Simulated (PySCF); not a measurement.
CH9N3Ti, SMILES [CH3][Ti]([NH2])([NH2])[NH2], multiplicity 1. Heavy atoms are numbered as in [Ti:1]([NH2:2])([NH2:5])([NH2:8])[CH3:11]. Hydrogens are named by the atom that carries them.

Geometry optimised at PBE0-D3(BJ)/def2-SVP. The spin state was assumed, not searched. One conformer was computed; it need not be the lowest.

Method: ωB97X/def2-TZVP (PySCF).

ESP charges are fitted to the potential on shells at 1.4 to 2.0 van der Waals radii. Atomic charges (e), one atom of each kind:

```tsv
atom	ESP fit	IAO
Ti1	1.87	___
N2 (NH2)	-1.35	-0.86
H on N2	0.44	___
C11 (CH3)	-1.13	-0.82
H on C11	0.22	___
```

Q: What belongs in the gaps? (Estimate from the structure and the level; the computed values follow.)

A: 
- Ti1, IAO: 1.45
- H on N2, IAO: 0.26
- H on C11, IAO: 0.13
